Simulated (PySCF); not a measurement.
Heteronuclear NMR

Mapped SMILES: `[CH3:1][SiH2:2][Si@H:3]([O:4][SiH3:5])[N:6]([SiH3:7])[SiH3:8]` (H(Xn): hydrogen on atom n). Ha(Si2) is pro-R; Hb(Si2) is pro-S.

Method: σ from GIAO-PBE0/pcSseg-1, structure optimised with GFN2-xTB, in PySCF 2.14 (non-relativistic, equivalent nuclei averaged, isolated molecule, one computed conformer).

Problem. What are the 29Si shifts?

Solution. 
| atoms | environment | σ (ppm) | δ (ppm) |
| --- | --- | --- | --- |
| Si3 | silicon bonded to N, O, Si, H | 357.4 | -13.8 |
| Si5 | silicon bonded to O, 3 H | 392.7 | -42.9 |
| Si7/Si8 | silicon bonded to N, 3 H | 398.7 | -47.8 |
| Si2 | silicon bonded to C, Si, 2 H | 433.1 | -76.0 |

Shieldings were converted by a linear fit to measured shifts: 29Si (scatter 8.9 ppm rms, 25.8 ppm with the 6 outliers that the fit left out vs TMS, solution or neat liquid). A few per cent of atoms miss by over 2 rms, more outside the fitted compound classes.

On a 500 MHz spectrometer 29Si resonates near 99.3 MHz, so 1 ppm is 99.3 Hz.

Problem. Where does 15N resonate?

Solution. 
```csv
atoms,environment,σ (ppm),δ (ppm)
N6,nitrogen bonded to 3 Si,246.4,-375.1
```

Shieldings were converted by a linear fit to measured shifts: 15N: δ = -148.07 − 0.921σ (rms 6.3 ppm, 71 shifts vs CH3NO2, solution or neat liquid). A few per cent of atoms miss by over 2 rms, more outside the fitted compound classes.

On a 400 MHz spectrometer 15N resonates near 40.5 MHz, so 1 ppm is 40.5 Hz.

Problem. What are the 17O shifts?

Solution. 
```csv
atoms,environment,σ (ppm),δ (ppm)
O4,oxygen bonded to 2 Si,287.4,4.9
```

Shieldings were converted by a linear fit to measured shifts: 17O (scatter 10.7 ppm rms, 12.2 ppm with the 3 outliers that the fit left out vs liquid water, solution or neat liquid). A few per cent of atoms miss by over 2 rms, more outside the fitted compound classes.

On a 300 MHz spectrometer 17O resonates near 40.7 MHz, so 1 ppm is 40.7 Hz.
